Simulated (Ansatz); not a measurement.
`C[N](C)[AlH][Cl]` + `[CH3][AlH][CH3]` → `[CH3][Al]([CH3])[AlH][Cl]` + `CNC`  (formal exchange of groups at the Al–N bond)

Isolated molecules relaxed with PBE0-D4/def2-TZVP in Ansatz; ΔE leaves out vibrations. CCSD(T)/CBS adds triple-zeta CCSD(T) − MP2 to the extrapolated MP2 energy (def2 sets, frozen cores). Functionals use def2-TZVPP. B3LYP here is the variant with VWN-RPA as its local correlation; programs differ in this. Each species was taken in one conformer, which may not be the lowest.

`C[N](C)[AlH][Cl]`:

```xyz
12

C     0.192   -0.734   -1.172
N    -0.003   -0.004    0.057
C    -0.234    1.405   -0.164
Al    0.028   -0.696    1.677
Cl    0.375   -2.759    1.867
H     1.056   -0.352   -1.733
H     0.363   -1.793   -0.971
H    -0.685   -0.652   -1.829
H    -0.377    1.929    0.784
H    -1.129    1.574   -0.779
H     0.613    1.875   -0.682
H    -0.199    0.206    2.943
```

`[CH3][AlH][CH3]`:

```xyz
10

C     1.304    0.279   -1.098
Al   -0.231    0.687    0.041
C    -1.132   -0.711    1.067
H     2.087   -0.238   -0.533
H     1.750    1.164   -1.559
H     1.011   -0.403   -1.904
H    -0.784    2.180    0.138
H    -0.654   -1.689    0.981
H    -1.179   -0.450    2.130
H    -2.172   -0.818    0.737
```

`[CH3][Al]([CH3])[AlH][Cl]`:

```xyz
12

C     1.353    0.557    1.274
Al    0.042    0.025   -0.076
C     0.347    0.430   -1.968
Al   -2.126   -1.222    0.669
Cl   -2.356   -1.525    2.758
H     1.553    1.633    1.215
H     1.046    0.324    2.296
H     2.312    0.057    1.090
H    -0.413    1.129   -2.337
H     1.327    0.875   -2.158
H     0.255   -0.468   -2.588
H    -3.339   -1.813   -0.177
```

`CNC`:

Z-matrix (Å, degrees):
```
C
N 1 1.445
H 1 1.094 2 109.4
H 1 1.092 2 110.0 3 117.9
H 1 1.104 2 114.0 3 -120.2
C 2 1.445 1 112.8 3 65.3
H 2 1.011 1 109.8 3 -171.9
H 6 1.104 2 114.0 1 54.9
H 6 1.094 2 109.4 1 -65.3
H 6 1.092 2 110.0 1 176.8
```

Problem. Is it downhill or uphill in electronic energy at CCSD(T)/CBS, and by how much? (Best estimate.)

Solution. The calculation gave: Uphill: ΔE = +92.3 kJ/mol.

Problem. What do these levels give: PBE-D4, PBE, B3LYP, CCSD/def2-TZVPP, CCSD(T)/def2-TZVPP, HF/CBS(def2)? (Best estimate.)

Solution. The calculation gave: PBE-D4 78.9, PBE 75.0, B3LYP 90.1, CCSD/def2-TZVPP 91.6, CCSD(T)/def2-TZVPP 92.6, HF/CBS(def2) 90.0 kJ/mol.

Largest T1 diagnostic among the species: 0.011.

The D4 term adds +6.3 kJ/mol with B3LYP and +3.1 kJ/mol with PBE0; it sums over pairs of atoms, weighted by their polarisabilities, and B3LYP, whose exchange is more repulsive, gets the larger term. In def2-TZVPP, CCSD(T) changes the Hartree–Fock value by +3.7 kJ/mol (the triples alone add +1.1 kJ/mol) and MP2 by +16.1 kJ/mol.
